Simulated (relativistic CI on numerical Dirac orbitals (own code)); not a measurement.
Computed by Dirac-Coulomb-Breit CI, separate exchange-only KLI orbitals for each configuration, model QED (radiative potential, 1s self-energy scaled to tabulated hydrogen-like ionisation energies), unscaled Slater integrals (own radial code, finite nucleus).

The strongest absorption lines from the ground level of an ion, among the configurations computed and to levels below about 690 eV (vacuum wavelength in nm, gf): 3.3778 (0.11), 3.3989 (0.082), 3.6376 (0.086), 3.7638 (1.3), 3.7792 (0.33), 3.7988 (0.33), 3.8806 (1.4), 4.2091 (0.55).

Q: Which ion is it?
A. Eu⁴¹⁺
B. Eu³⁷⁺
C. La³³⁺
D. Eu³⁹⁺

A: D. Eu³⁹⁺ has 24 electrons and the ground level 3s2 3p6 3d6 5D_4; the strongest line goes to 3s2 3p5 3d7 5F°_4. The pattern of lines fixes the number of electrons, and along that sequence the line energies rise steadily with the charge (about as its square where n changes within one kind of shell, about linearly where n is kept but much faster in heavy ions where fine structure, which grows about as Z⁴, sets the gap, and irregularly where shells cross), which fixes Z. Configurations outside the model, such as inner-shell arrays, can give stronger lines. At this charge energies of transitions that change n are usually good to better than 1 %, and those within a shell (Δn = 0) to a few per cent. Terms inside the open d or f shell come out 10 to 20 % too wide with unscaled integrals.

LS names give the leading component of a level, which can be under half, so a name can repeat, a term be missing and a line seem to break the LS rules.
